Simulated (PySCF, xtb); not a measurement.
C₃HF₄, SMILES FC(F)(F)/[C]=C/F, multiplicity 2.

Harmonic wavenumbers (cm⁻¹) from GFN2-xTB (xtb) at its own minimum, in rising order: 48, 109, 133, 349, 367, 396, 497, 540, 615, 703, 833, 962, 1058, 1060, 1173, 1218, 1794, 2817.

Task: What does PBE-D3(BJ)/def2-SVP in PySCF give at its own minimum? (Estimate from the structure and the level; the computed values follow.)

Result: 80, 126, 133, 362, 383, 412, 543, 575, 671, 803, 861, 1103, 1116, 1151, 1219, 1299, 1751, 3047. Paired by order, the mean absolute difference is 58 cm⁻¹ and the zero-point energies are 21.0 and 22.4 kcal/mol.
